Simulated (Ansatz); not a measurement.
Start from `O=C[CH2][ZnH]` and change one atom or group to get `BCC=O`.

Ansatz, PBE0-D4/def2-TZVP geometries, multiplicity 1. Each molecule was computed in one conformer, which needn't be the lowest.

Scalar relativity is left out up to krypton.

```tsv
property	`O=C[CH2][ZnH]`
HOMO energy (PBE0/def2-TZVPP) / eV	-7.09
HOMO–LUMO gap (PBE/def2-TZVPP) / eV	3.62
HOMO energy (PBE/def2-TZVPP) / eV	-5.54
HOMO–LUMO gap (B3LYP/def2-TZVPP) / eV	5.54
size of the dipole moment (B3LYP/def2-TZVPP) / D	3.27
HOMO energy (B3LYP/def2-TZVPP) / eV	-6.87
```

(1) Give the same properties after the change, and the shifts. (Estimate.)

Results:

(1) Ansatz gave: 
| property | `BCC=O` | shift |
| --- | --- | --- |
| HOMO energy (PBE0/def2-TZVPP) / eV | -7.49 | -0.40 |
| HOMO–LUMO gap (PBE/def2-TZVPP) / eV | 3.15 | -0.47 |
| HOMO energy (PBE/def2-TZVPP) / eV | -5.95 | -0.41 |
| HOMO–LUMO gap (B3LYP/def2-TZVPP) / eV | 5.25 | -0.29 |
| size of the dipole moment (B3LYP/def2-TZVPP) / D | 2.69 | -0.58 |
| HOMO energy (B3LYP/def2-TZVPP) / eV | -7.27 | -0.40 |

With PBE0 the HOMO falls by 0.40 eV and the LUMO falls by 0.72 eV, so the gap narrows by about 0.32 eV. PBE moves the HOMO by -0.41 eV and ωB97M-V by -0.42 eV. Dipoles are sizes alone; their direction can turn.

B3LYP here is the variant with VWN-RPA as its local correlation; programs differ in this.
